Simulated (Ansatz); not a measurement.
Consider the substitution at a C–Mg bond: `C[CH2][Mg][CH2]C` + `N[AsH2]` → `CC[AsH]N` + `C[CH2][MgH]`.

Computed with Ansatz on PBE0-D4/def2-TZVP structures; ΔE is electronic, products minus reactants. CBS: MP2 limit from def2 TZ/QZ plus the TZ coupled-cluster correction, frozen cores. DFT in def2-TZVPP. B3LYP here is the variant with VWN-RPA as its local correlation; programs differ in this. For As, Mg outer-core shells are correlated without core-valence functions, which leaves a few kJ/mol of doubt a bond. Scalar relativity is left out up to krypton. Each species was taken in one conformer, which may not be the lowest.

```tsv
level	ΔE (kJ/mol)	difference from CCSD(T)/CBS
PBE-D4	-13.2	-2.6
PBE0-D4	-16.2	-5.6
ωB97X-V	-18.9	-8.3
ωB97M-V	-16.1	-5.5
B2PLYP	-11.5	-0.9
PBE	-7.8	2.8
r2SCAN	-14.0	-3.4
B3LYP	-7.0	3.6
MP2/def2-TZVPP	-17.9	-7.3
SCS-MP2/def2-TZVPP	-17.5	-6.9
CCSD/def2-TZVPP	-16.7	-6.1
HF/def2-QZVPP	-19.1	-8.5
SCS-MP2/def2-QZVPP	-14.1	-3.5
HF/CBS(def2)	-19.0	-8.4
MP2/CBS(def2)	-11.8	-1.2
CCSD/CBS(def2)	-10.5	0.1
CCSD(T)/CBS	-10.6	0
```

Largest T1 diagnostic among the species: 0.011.

From PBE to PBE0 (25 % exact exchange), in def2-TZVPP and without D4, ΔE moves by −3.8 kJ/mol. The D4 term adds −8.7 kJ/mol with B3LYP and −4.5 kJ/mol with PBE0; it sums over pairs of atoms, weighted by their polarisabilities, and B3LYP, whose exchange is more repulsive, gets the larger term.
